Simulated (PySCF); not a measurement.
Assignment exercise: C5H6ClNSi

Atoms are numbered as in `[N:1]#[C:2][C@@:3]12[CH2:4][C@@H:5]1[C@:6]2([SiH3:7])[Cl:8]`. Hydrogens are named by the atom that carries them. Ha(C4) is cis to C6 on the ring; Hb(C4) is trans to C6 on the ring.

Theory: GFN2-xTB structure, shielding tensors at PBE0/pcSseg-1 (GIAO), in PySCF (averaged over atoms made equivalent by symmetry, fast rotation or ring inversion, gas phase, one conformer, non-relativistic Hamiltonian).

Referencing at the same level of theory: 13C, 1H against TMS.

Problem. Assign these signals to the numbered atoms. 13C{1H} NMR (computed): δ 121.6 (C), 74.1 (C), 39.7 (CH2), 32.1 (CH), 10.3 (C).

Solution. 
| δ (ppm) | atoms | environment | reason |
| --- | --- | --- | --- |
| 121.6 | C2 | nitrile carbon | this is the usual window of a C≡N carbon, which has no attached hydrogen |
| 74.1 | C6 | three-membered-ring carbon | pulled downfield by the heteroatom |
| 39.7 | C4 | three-membered-ring carbon | – |
| 32.1 | C5 | three-membered-ring carbon | – |
| 10.3 | C3 | three-membered-ring carbon | – |

Problem. Assign these signals to the numbered atoms. 1H NMR (500 MHz, computed): δ 4.15 (s, 3H), 2.84 (m, 1H), 2.73 (m, 1H), 2.22 (m, 1H).

Solution. 
| δ (ppm) | atoms | environment | reason |
| --- | --- | --- | --- |
| 4.15 | H(Si7) | hydrogen on a silicon bonded to C | – |
| 2.84 | H(C5) | hydrogen on a three-membered-ring carbon | – |
| 2.73 | Ha(C4) | hydrogen on a three-membered-ring carbon | – |
| 2.22 | Hb(C4) | hydrogen on a three-membered-ring carbon | – |

H(C5) and Ha(C4) lie closer than the usual error of such a calculation, so a measured spectrum could show them in the other order.

Carbons that carry Cl, above all several Cl atoms, come out too deshielded, partly because spin–orbit coupling is missing. Shifts are as computed. Against solution values, carbons near 30 ppm lie about +3 ppm off and those near 130 ppm about +5 ppm; carbons on Cl a further +6 ppm. Of 1309 compounds with measured shifts, 239 miss one by over three times the rms of a fit or turn the order of signals round; such compounds aren't used in these exercises. Multiplicities follow the n + 1 count of equivalent neighbours, as no J values were calculated; m marks all less simple cases, F and P coupling included.
